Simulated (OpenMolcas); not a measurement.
# InN2H5: a line through the functionals

The species is InN2H5 (8 atoms), meant as a singlet with charge 0. SMILES: `[NH2][InH][NH2]`. The coordinates come from a PBE0-D4/def2-TZVP relaxation.

The electronic atomisation energy y, in eV, basis def2-SVP with a core potential; a is the functional's share of exact exchange. Programs: OpenMolcas 26.06.

```
functional     program     a  y (eV)
      TPSS  OpenMolcas     0   23.42
       PBE  OpenMolcas     0   23.58
     B3LYP  OpenMolcas   0.2   23.11
      PBE0  OpenMolcas  0.25       ?
     BHLYP  OpenMolcas   0.5   22.26
```

Question: Fit y = c + s·a to the known rows and predict PBE0.

Answer: 
1. Means of the 4 rows: a = 0.1750, y = 23.093.
2. Σ(Δa)² = 0.1675, Σ(Δa·Δy) = -0.41275, so the slope is -0.41275/0.1675 = -2.4642.
3. Intercept: 23.093 − (-2.4642) × 0.1750 = 23.524. The largest residual of the fit is 0.10.
4. PBE0: 23.524 + (-2.4642) × 0.25 = 22.91 eV.

The run gave 22.99 eV, so the prediction is off by -0.08 eV, within the largest residual. The rows mix families of semi-local functionals, which the line can't see. Spin-orbit coupling is left out.
